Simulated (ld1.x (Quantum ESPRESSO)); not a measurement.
**Before and after: TM potential for Ge**

ld1.x (Quantum ESPRESSO) 7.5 input, shortened:

```
&input
   title='Ge', zed=32., rel=2, dft='PBE', iswitch=3,
   config='[Ar] 3d10 4s2 4p2', rel_dist='average'
 /
 &inputp
   pseudotype=2, tm=.true., lloc=0,
   nlcc=.true., new_core_ps=.true., rcore=1.20
 /
2
4P  2  1   2.00   0.00  1.80  1.80  0.0
4S  1  0   2.00   0.00  1.25  1.25  0.0
 &test
   configts(1)='4s2 4p2'
 /
```

Open shells are filled in proportion to 2j + 1 (rel_dist='average').

Change: wave 4s (bound): rc 1.25 bohr becomes 4s (bound): rc 1.62 bohr.

Cutoffs: the cutoffs (Ry, on a coarse ladder) from which the occupation-weighted sum of valence levels, in a spherical-Bessel basis at the reference potential, stays within 10 and 1 mRy of its value at 400 Ry; they do not see the model core or the augmentation charge, which bear on the density cutoff. Errors are all-electron minus pseudo energies relative to the spin-unpolarised reference configuration.

Q: Predict the effect on cutoff, ghosts and configuration errors.

A: The potential gets softer (50 Ry and 140 Ry → 30 Ry and 40 Ry); the bound ghost in p disappears; of the 7 tests that both files solve, the error grows in 0 and shrinks in 3 by more than 15 % and 0.3 meV (median size 35.8 → 28.0 meV); the range in which the s phases agree widens (upper end 2.3 → 4.8). A larger radius leaves more room for a smooth pseudo-wave, so fewer plane waves are needed. That the errors move this way runs against the usual rule that smaller radii transfer better.

```tsv
quantity	base	changed
cutoff, loose	50 Ry	30 Ry
cutoff, tight	140 Ry	40 Ry
loose cutoff by channel (10 mRy a level)	p 21 Ry, s 40 Ry	p 10 Ry, s 15 Ry
bound ghosts	p3/2, p1/2	none
error for 4s2 4p1, meV [ΔE 7.45 eV]	-5.3	-4.7
error for 4s2 4p0, meV [ΔE 22.89 eV]	-38	-42
error for 4s1 4p0, meV [ΔE 57.68 eV]	-242	-256
error for 4s1 4p3, meV [ΔE 7.97 eV]	-16	-12
error for 4s0 4p4, meV [ΔE 16.19 eV]	-73	-48
error for 4s2 4p2.3, meV [ΔE -0.88 eV]	-0.2	-0.1
error for 4s1 4p2, meV [ΔE 16.16 eV]	-36	-28
s: phases at 1.95 bohr within 0.05 rad from the reference energy up to (Ry; the scan ends near 5)	2.3	4.8
p1/2: phases at 1.95 bohr within 0.05 rad from the reference energy up to (Ry; the scan ends near 5)	4.0	to the end of the scan
p3/2: phases at 1.95 bohr within 0.05 rad from the reference energy up to (Ry; the scan ends near 5)	to the end of the scan	to the end of the scan
```

 A true bound ghost makes a file unfit for plane-wave use even where its test errors are small: the radial tests pick states by their node count and pass the ghost by.
